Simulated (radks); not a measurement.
Problem. Ionisation of the boron ion B+, [He] 2s2, to [He] 2s1 as the strength of local exchange is varied. Calculated with a radial shooting solver on a logarithmic mesh with Libxc functionals: non-relativistic Kohn-Sham, Slater X-alpha exchange (alpha = 2/3 is LDA exchange), no correlation, spin-polarised, spherical densities, point nucleus.

alpha  E(B+) (hartree)  exchange (hartree)  IE (eV)  -e of the level emptied (eV)  <r> of it (bohr)
0.613        -23.54502            -2.74366   22.340                   17.548 (2s)             1.827
0.667        -23.78747            -3.00410   22.859                   18.153 (2s)             1.806
0.698        -23.92734            -3.15498   23.160                   18.505 (2s)             1.795
0.776        -24.28149            -3.53902   23.927                   19.405 (2s)             1.767
0.983        -25.23667            -4.58883   26.028                   21.892 (2s)             1.697
?            -23.75146            -2.96533   22.782                   18.063 (2s)             1.809

Which alpha was used in the last row?

Solution. alpha = 0.659. NIST Atomic Spectra Database: 25.155 eV (measured). The Delta-SCF value meets it near alpha = 0.90.
